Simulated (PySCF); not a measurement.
Input file for PySCF: R-B3LYP/3-21G on H2O2 (SMILES OO), a point of a torsion scan.

```python
from pyscf import gto, scf, dft, mp
from pyscf.data.elements import chemcore

mol = gto.M(
    atom='''
    O    -0.65704719    0.37180715    0.27063691
    O     0.65013419    0.37836776   -0.28471301
    H    -1.12369452   -0.37773999   -0.11912337
    H     0.61047190   -0.13415726   -1.10155963
    ''',
    basis='3-21g',
    charge=0, spin=0, verbose=3, max_memory=1800)
mf = dft.RKS(mol, xc='b3lyp')
mf.conv_tol = 1e-8
mf.max_cycle = 100
mf.kernel()
if not mf.converged:
    mf = mf.newton().run(mf.mo_coeff, mf.mo_occ)
```

Program output:

```
converged SCF energy = -150.673889349815
```

Self-consistency was reached.

Cost: roughly 0.8 core-seconds.
